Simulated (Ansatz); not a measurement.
Born–Oppenheimer molecular dynamics of H10O2Si3 (15 atoms, charge 0, multiplicity 1). It starts from a rough guess of a transition structure, not a stationary point.

Theory: Ansatz, UKS B3LYP-D4/STO-3G.

| Item | Value |
| --- | --- |
| ensemble | NVE (velocity Verlet) |
| time step | 0.5 fs |
| steps asked | 113 |
| starting velocities drawn for | 300 K |
| seed | 106578 |

First frame:

```xyz
15
Properties=species:S:1:pos:R:3
Si -1.089 -0.342 0.154
O 0.211 -1.523 -0.938
O -0.487 1.047 -0.440
Si 0.128 1.942 -1.629
H -1.898 0.192 1.268
H -2.117 -0.913 -0.713
H 0.800 -1.377 0.187
Si 0.597 -1.016 2.013
H 0.552 -1.321 -1.815
H 0.362 3.240 -1.009
H 1.377 1.320 -2.090
H -0.828 1.988 -2.736
H -0.256 -1.898 2.818
H 0.698 0.247 2.751
H 1.951 -1.587 2.181
```

(1) How far do the bonds stretch over the last three quarters of this one trajectory? (Pairs bonded in most of those frames.)

## Answers

(1) 
```csv
bond,mean (Å),spread (Å),shortest,longest
Si1–O3,1.697,0.050,1.63,1.77
Si1–H5,1.466,0.016,1.44,1.50
Si1–H6,1.461,0.007,1.45,1.48
Si1–Si8,2.301,0.145,2.16,2.58
O2–H7,1.039,0.051,0.93,1.12
O2–H9,1.049,0.080,0.92,1.17
O3–Si4,1.682,0.016,1.64,1.70
Si4–H10,1.452,0.009,1.44,1.47
Si4–H11,1.457,0.014,1.43,1.48
Si4–H12,1.460,0.013,1.43,1.48
Si8–H13,1.449,0.016,1.42,1.48
Si8–H14,1.450,0.013,1.43,1.47
Si8–H15,1.460,0.038,1.40,1.52
```

Mean temperature of the second half: 1148 K. The conserved energy stayed within 0.91 meV per atom of its start (net change -0.2 meV per atom), so the integration is sound. The system heated up, since it started high on the potential surface and ran downhill. A run of 0.057 ps of so small a system gives no equilibrium averages. The orbitals stay closed-shell, which can raise the energy where a bond breaks towards radicals; this wasn't checked here. Limits of this set-up: minimal basis.

The run took 12 min on 1 thread of Intel(R) Xeon(R) Platinum 8259CL CPU @ 2.50GHz (Skylake/Cascade Lake), with other jobs on the host, peak memory 0.21 GiB.
